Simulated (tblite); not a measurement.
CH₁₁NO₂Si₄.
Atom-mapped SMILES: `[O:1]=[C:2]([SiH3:3])[O:4][Si@@H:5]([SiH3:6])[NH:7][SiH3:8]` (hydrogens: H9, H10, H11 on Si3; H12 on Si5; H13, H14, H15 on Si6; H16 on N7; H17, H18, H19 on Si8)

Computed geometry: GFN2-xTB, gas phase.

List the bond lengths, angles and torsions at this level.

```json
{"bond": "O1=C2", "length (Å)": "1.212"}
{"bond": "C2–Si3", "length (Å)": "1.915"}
{"bond": "C2–O4", "length (Å)": "1.314"}
{"bond": "O4–Si5", "length (Å)": "1.694"}
{"bond": "Si5–Si6", "length (Å)": "2.294"}
{"bond": "Si5–N7", "length (Å)": "1.728"}
{"bond": "N7–Si8", "length (Å)": "1.730"}
{"bond": "Si3–H9, Si3–H10, Si3–H11", "length (Å)": "1.461"}
{"bond": "Si5–H12", "length (Å)": "1.474"}
{"bond": "Si6–H13, Si6–H15", "length (Å)": "1.463"}
{"bond": "Si6–H14", "length (Å)": "1.480"}
{"bond": "N7–H16", "length (Å)": "1.009"}
{"bond": "Si8–H17, Si8–H19", "length (Å)": "1.461"}
{"bond": "Si8–H18", "length (Å)": "1.468"}
```

Bonds in one row agree within 0.01 Å and their mean is given. A selection of angles:
```json
{"angle": "O1–C2–Si3", "degrees": "125.4"}
{"angle": "O1–C2–O4", "degrees": "123.1"}
{"angle": "Si3–C2–O4", "degrees": "111.5"}
{"angle": "C2–Si3–H9", "degrees": "106.9"}
{"angle": "C2–Si3–H10", "degrees": "108.8"}
{"angle": "H9–Si3–H10", "degrees": "111.8"}
{"angle": "H9–Si3–H11", "degrees": "110.0"}
{"angle": "C2–O4–Si5", "degrees": "122.6"}
{"angle": "O4–Si5–Si6", "degrees": "108.6"}
{"angle": "O4–Si5–N7", "degrees": "100.3"}
{"angle": "O4–Si5–H12", "degrees": "98.0"}
{"angle": "Si6–Si5–N7", "degrees": "115.4"}
{"angle": "Si6–Si5–H12", "degrees": "120.7"}
{"angle": "N7–Si5–H12", "degrees": "110.3"}
{"angle": "Si5–Si6–H13", "degrees": "112.1"}
{"angle": "Si5–Si6–H14", "degrees": "108.3"}
{"angle": "Si5–Si6–H15", "degrees": "115.1"}
{"angle": "H13–Si6–H14", "degrees": "105.2"}
{"angle": "H13–Si6–H15", "degrees": "110.4"}
{"angle": "Si5–N7–Si8", "degrees": "126.3"}
{"angle": "Si5–N7–H16", "degrees": "115.4"}
{"angle": "Si8–N7–H16", "degrees": "115.2"}
{"angle": "N7–Si8–H17", "degrees": "106.0"}
{"angle": "N7–Si8–H18", "degrees": "111.9"}
{"angle": "H17–Si8–H18", "degrees": "109.8"}
{"angle": "H17–Si8–H19", "degrees": "113.6"}
```

Torsions: O1–C2–O4–Si5 -1° (synperiplanar); C2–O4–Si5–Si6 11° (synperiplanar); O4–Si5–N7–Si8 174° (antiperiplanar).

The C–O distances run from 1.212 Å (O1=C2, drawn double) to 1.314 Å (C2–O4, drawn single), a spread of 0.102 Å. Si3 (SiH3 silicon) is tetrahedral (angles from 106.9° to 112.2°). Si6 (SiH3 silicon) is distorted tetrahedral (angles from 105.0° to 115.1°). Of the pairs four or more bonds apart, O1···Si6 is among the closest relative to their van der Waals radii: 2.66 Å, 74 % of the sum of Bondi's values. O4 (oxygen singly bound to a carbonyl carbon) is bent (angle 122.6°). Si8 (SiH3 silicon) is distorted tetrahedral (angles from 105.6° to 113.6°). N7 (nitrogen bridging silicon atoms) is almost planar (angles 126.3°, 115.4° and 115.2°, sum 356.9°, 0.14 Å off the plane of its three neighbours).

Point group: C1 (no symmetry element, even within 0.4 Å). Its GFN2-xTB frequencies are all real (lowest 22 cm⁻¹). One conformer, not necessarily the lowest.
